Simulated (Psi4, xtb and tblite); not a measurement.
Torsional profile of CH5BrGe, SMILES Br[CH2][GeH3], singlet. Scanned: dihedral H4–Ge1–C2–Br3; all other coordinates were relaxed at GFN2-xTB. Heavy atoms are numbered in the order of the SMILES [GeH3][CH2]Br, hydrogens after them in the order of the atoms that carry them; the mirror image has the same energies with the sign of each dihedral reversed.

Methods: GFN2-xTB (xtb and tblite); B3LYP/def2-TZVP // GFN2-xTB (Psi4); PBE/def2-TZVP // GFN2-xTB (Psi4).

Energies in kJ/mol, each method relative to its own lowest point.

| φ / ° | GFN2-xTB | B3LYP/def2-TZVP | PBE/def2-TZVP |
|---|---|---|---|
| 0 | [?] | 5.33 | 5.44 |
| 10 | [?] | 4.96 | 5.06 |
| 20 | 5.15 | 3.93 | 4.03 |
| 30 | [?] | 2.58 | 2.64 |
| 40 | 1.71 | 1.32 | 1.34 |
| 50 | 0.43 | 0.41 | 0.40 |
| 60 | 0.00 | 0.00 | 0.00 |
| 70 | 0.53 | [?] | [?] |
| 80 | 1.83 | 1.06 | 1.17 |
| 90 | 3.50 | 2.34 | 2.48 |
| 100 | 5.15 | 3.76 | 3.90 |
| 110 | 6.36 | 4.87 | 4.99 |

Question: Some entries are withheld; supply them.

Answer: 
- 0, GFN2-xTB: 6.83
- 10, GFN2-xTB: 6.38
- 30, GFN2-xTB: 3.45
- 70, B3LYP/def2-TZVP: 0.23
- 70, PBE/def2-TZVP: 0.28
